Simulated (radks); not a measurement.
Fe, 26 electrons, occupied as [Ar] 3d7 4s1 (not the ground configuration). All-electron calculation, scalar-relativistic Kohn-Sham, r2SCAN, spin-polarised, spherical densities, finite nucleus; open shells are filled with parallel spins first; meta-GGA in the generalised Kohn-Sham scheme; Fermi nuclear charge, rms radius 3.7377 fm. Program: a radial shooting solver on a logarithmic mesh with Libxc functionals.

X-ray form factor f0, the Fourier transform of the density (f0(0) = 26):

| sin(theta)/lambda (1/angstrom) | f0 (electrons) |
|---|---|
| 0.05 | 25.392 |
| 0.1 | 23.901 |
| 0.15 | 22.081 |
| 0.2 | 20.236 |
| 0.25 | 18.464 |
| 0.3 | 16.793 |
| 0.4 | 13.835 |
| 0.5 | 11.486 |
| 0.6 | 9.745 |
| 0.8 | 7.647 |
| 1 | 6.544 |
| 1.25 | 5.589 |
| 1.5 | 4.716 |
| 2 | 3.188 |
